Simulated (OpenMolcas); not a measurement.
Computed levels of 5s2 5p in ions with 49 electrons, in cm-1 above 2P* 1/2.

- Program: OpenMolcas 26.06
- Method: SS-RASPT2, IPEA 0.25 Eh, imaginary shift 0.1 Eh
- Basis: ANO-RCC-VTZP
- Scalar Hamiltonian: DKH2, point nucleus
- Spin-orbit coupling: RASSI with atomic mean-field integrals over the reference wave functions, term energies averaged over their components

Active space for each ion: 3 electrons in 9 orbitals (RAS2 5s 5p; RAS3 5d, at most 2 electrons); closed shells correlated by CASPT2: 4d.

```csv
Level,Sb2+,Te3+,Xe5+
2P* 3/2,5830,8210,13700
```

Task: Estimate 2P* 3/2 for I4+ from its neighbours Te3+ and Xe5+.

Result: 2P* 3/2 is fine structure, which grows about as the fourth power of a screened charge, so the fourth roots are averaged: ((8210^0.25 + 13700^0.25) / 2)^4 = 10693. The calculation gives 11040, so the estimate is off by -3.1 %.

Active for correlation alone: 5d; no level in the range computed is led by a configuration that fills it, so any true level of that kind is missing. Levels of configurations outside the active space are missing.

* marks odd parity.
